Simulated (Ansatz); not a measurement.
Reaction (ligand exchange at the Sn–C bond): `C#[C][SnH2][Cl]` + silanol → `[SiH3][O][SnH2][Cl]` + acetylene

Isolated molecules relaxed with PBE0-D4/def2-TZVP in Ansatz; ΔE leaves out vibrations. CCSD(T)/CBS adds triple-zeta CCSD(T) − MP2 to the extrapolated MP2 energy (def2 sets, frozen cores). This one scheme is used for every species. Functionals use def2-TZVPP. def2 core potentials past Kr. For Sn outer-core shells are correlated without core-valence functions, which leaves a few kJ/mol of doubt a bond. Each species was taken in one conformer, which may not be the lowest.

**Question.** Is it downhill or uphill in electronic energy at CCSD(T)/CBS, and by how much? (Estimate.)

**Answer.** Computed: Downhill: ΔE = -28.1 kJ/mol.

**Question.** What do these levels give: PBE-D4, BLYP-D4, r2SCAN0-D4, ωB97X-V, HF/def2-SVP, MP2/def2-SVP? (Best estimate.)

**Answer.** Computed: PBE-D4 -23.8, BLYP-D4 -33.0, r2SCAN0-D4 -25.3, ωB97X-V -27.6, HF/def2-SVP -30.3, MP2/def2-SVP -31.6 kJ/mol.

Largest T1 diagnostic among the species: 0.013.

In def2-TZVPP, CCSD(T) changes the Hartree–Fock value by +7.6 kJ/mol (the triples alone add +0.6 kJ/mol) and MP2 by +9.9 kJ/mol. From r2SCAN to r2SCAN0 (25 % exact exchange), in def2-TZVPP and without D4, ΔE moves by +3.2 kJ/mol. At CCSD(T), def2-SVP lies −3.4 kJ/mol from the extrapolated value and def2-TZVPP +7.5 kJ/mol.
